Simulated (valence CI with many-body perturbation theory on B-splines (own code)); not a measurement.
Results of a calculation; reference values are marked as such.
**Basis-set convergence for Ce43+**

Method: configuration interaction combined with many-body perturbation theory (CI+MBPT): five valence electrons over a frozen Dirac-Fock core [Ne], a basis of 9 s, 9 p, 8 d, 6 f, 3 g, 1 h functions for each j, with the one-electron correlation potential Σ1 (screened to all orders), the two-electron term Σ2, the three-electron term Σ3, Breit, model QED; selected single and double excitations, second order for the rest, scaled by the run's own slope (own B-spline code, finite nucleus).

No measured spectrum was set against this ion. As an estimate, large intervals hold to a few tenths of a per cent, small ones and those within an open d or f shell to about a per cent. Among the levels kept, up to 1300 cm⁻¹ of a level comes from second order outside the variational space, and about a tenth of that is noise between levels of different J, which matters for small intervals.

The reference run has the lowest level (3s^2 3p1/2^2 3p3/2) J=3/2 and an ionisation energy of 3367.99 eV. Its largest variational space holds 19999 state functions.

Levels are named by their leading jj configuration (3d3/2^4 stands for four electrons in 3d with j = 3/2), which in mixed levels can hold well under half, so a name can repeat and another be missing. Letters in brackets count levels of one name in rising energy.

Changed runs:
A. basis 6 s, 6 p, 5 d, 3 f, 1 g
B. basis 5 s, 5 p, 4 d, 2 f

Excitation energies of the reference run in cm⁻¹, and shifts in cm⁻¹:

```csv
Level,Reference,A,B
(3s^2 3p1/2 3p3/2^2) J=3/2,822696,-111,-347
(3s^2 3p1/2 3p3/2^2) J=5/2,894864,+28,+152
(3s^2 3p1/2 3p3/2^2) J=1/2,984206,+73,+297
(3s^2 3p1/2^2 3d3/2) J=3/2,1347540,+310,+692
(3s^2 3p1/2^2 3d5/2) J=5/2,1596050,+243,+475
(3s 3p1/2^2 3p3/2^2) J=5/2,1809170,+20,+69
(3s^2 3p3/2^3) J=3/2,1817470,-19,+10
(3s 3p1/2^2 3p3/2^2) J=1/2,1966410,-5.0,+25
(3s 3p1/2^2 3p3/2^2) J=3/2,1970360,+21,+2.4
(3s^2 3p1/2 3p3/2 3d3/2) J=5/2 [a],2163220,+221,+386
(3s^2 3p1/2 3p3/2 3d3/2) J=3/2 [a],2174590,+161,+250
(3s^2 3p1/2 3p3/2 3d3/2) J=1/2 [a],2178220,+128,+127
Ionisation energy (eV),3367.99,-0.041,-0.14
```
